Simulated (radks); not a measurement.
Species: Mo III. Configuration: [Kr] 4d3 5s1 (not the ground configuration). Calculated with a radial shooting solver on a logarithmic mesh with Libxc functionals: Dirac Kohn-Sham, PBE, spin-unpolarised, spherical densities, finite nucleus; open shells fill j = l - 1/2 first; Fermi nuclear charge, rms radius 4.4091 fm. Some entries of the table are withheld. Estimate them.

orbital,occ.,eigenvalue (eV),<r^2> (bohr^2),<1/r> (bohr^-1)
1s1/2,2,-19835.19,0.001669,43.55
2s1/2,2,-2820.682,0.02779,9.912
2p1/2,2,-2596.684,(1),(2)
2p3/2,4,-2490.130,(3),(4)
3s1/2,2,-499.1193,0.2106,3.391
3p1/2,2,-413.8927,0.2088,3.290
3p3/2,4,-396.3443,0.2191,3.176
3d3/2,4,-245.7353,0.2054,2.987
3d5/2,6,-242.4121,0.2087,2.958
4s1/2,2,-86.5693,(5),1.244
4p1/2,2,-62.1250,1.638,1.127
4p3/2,4,-59.5576,1.717,1.095
4d3/2,3,-23.8641,3.234,(6)
4d5/2,0,-23.5917,3.289,(7)
5s1/2,1,-19.1678,9.146,0.4532

Answer. 
(1) 2p1/2 <r^2> (bohr^2): 0.02099
(2) 2p1/2 <1/r> (bohr^-1): 9.888
(3) 2p3/2 <r^2> (bohr^2): 0.02235
(4) 2p3/2 <1/r> (bohr^-1): 9.415
(5) 4s1/2 <r^2> (bohr^2): 1.366
(6) 4d3/2 <1/r> (bohr^-1): 0.8017
(7) 4d5/2 <1/r> (bohr^-1): 0.7944
